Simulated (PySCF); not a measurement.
bromoethene (C₂H₃Br), SMILES C=CBr.

Geometry: PBE0-D3(BJ)/def2-TZVP.

All values below come from PBE/def2-TZVPD (PySCF).

Symmetry labels are those of the subgroup Cs that the program uses (full group Cs).

Computed valence orbital energies around the gap with their symmetry:
```csv
orbital,symmetry,energy (eV)
HOMO−7,A',-18.41
HOMO−6,A',-14.36
HOMO−5,A',-11.92
HOMO−4,A',-10.92
HOMO−3,A',-9.10
HOMO−2,A",-8.53
HOMO−1,A',-7.03
HOMO,A",-6.33
LUMO,A",-1.42
LUMO+1,A',-0.91
LUMO+2,A',-0.05
LUMO+3,A',0.44
```
